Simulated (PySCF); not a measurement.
# Dipole moment and polarisability of `C=CC#C/C=C/CF`

Species: C₇H₇F.
Structure used (GFN2-xTB), in Å, numbered top down from 1:
```xyz
15
C7H7F angstrom
C      3.6954    0.0513    0.2999
C      2.9527   -0.7108   -0.4989
C      1.5539   -0.6047   -0.5846
C      0.3508   -0.5134   -0.6640
C     -1.0453   -0.4170   -0.7717
C     -1.7777    0.4323   -0.0498
C     -3.2554    0.5723   -0.1913
F     -3.8498    0.7532    1.0372
H      3.2529    0.8009    0.9346
H      4.7660   -0.0517    0.3411
H      3.4050   -1.4629   -1.1348
H     -1.5116   -1.0715   -1.4995
H     -1.3161    1.0812    0.6806
H     -3.7154   -0.3140   -0.6420
H     -3.5098    1.4627   -0.7844
```

Level: CAM-B3LYP/def2-SVPD (PySCF), static field, nuclei fixed, core orbitals frozen in the response. The polarisability tensor in these axes (au):

```
x   162.64 -10.42   4.53
y   -10.42  66.59  10.37
z     4.53  10.37  65.67
```

Question: Give the principal values, the mean and the anisotropy Δα = √{½[(α1 − α2)² + (α2 − α3)² + (α1 − α3)²]}.

Answer: Principal values 54.73, 76.30 and 163.88 au; mean 98.30 au = 14.57 Å³ = 16.21 × 10⁻⁴⁰ C²·m²/J; Δα = 100.12 au (102 % of the mean).

Question: What is the dipole moment, and where does it point?

Answer: (1.05, -0.08, -1.50) D, 1.84 D in size, pointing from the negative to the positive side. Measured along this direction, the outermost atoms are F8 at the negative end and H11 at the positive end.

Question: What depolarisation ratio follows for Rayleigh scattering of linearly polarised light, taking the static tensor?

Answer: ρ = 3Δα²/(45ᾱ² + 4Δα²) = 30074.6/(434848 + 40099.5) = 0.0633.

Question: Directions of the eigenvectors, and the extent of the frame along each?

Answer: Largest value along (0.99, -0.10, 0.03), where the nuclei span 8.62 Å; middle along (0.05, 0.70, 0.71), 3.27 Å; least along (-0.10, -0.70, 0.71), 1.82 Å. The response follows the extents in order.

Question: Form Σ f/ω² (atomic units) for the 8 lowest TDDFT singlets, given as eV and f, and set it beside the mean polarisability, which is this sum over all singlets: 4.69, 0.6083; 4.81, 0.0083; 5.94, 0.0009; 6.40, 0.0020; 6.58, 0.0402; 7.06, 0.1216; 7.09, 0.0660; 7.17, 0.0014.

Answer: They add up to 24.32 au, 24.7 % of the 98.30 au; the largest single term is 20.51 au, from the state at 4.69 eV. Terms in order: 20.51, 0.27, 0.02, 0.04, 0.69, 1.80, 0.97, 0.02 au. Higher excitations give the rest. The strengths listed sum to 0.849.

Isolated species at its GFN2-xTB geometry (one conformer only).

The run behind these numbers computed excited states as well. Time: 92 s of wall time; peak memory 1.0 GiB. Hardware: one thread, Arm Neoverse N1 (aarch64), no GPU, shared host with 64 logical CPUs at a one-minute load of 61.
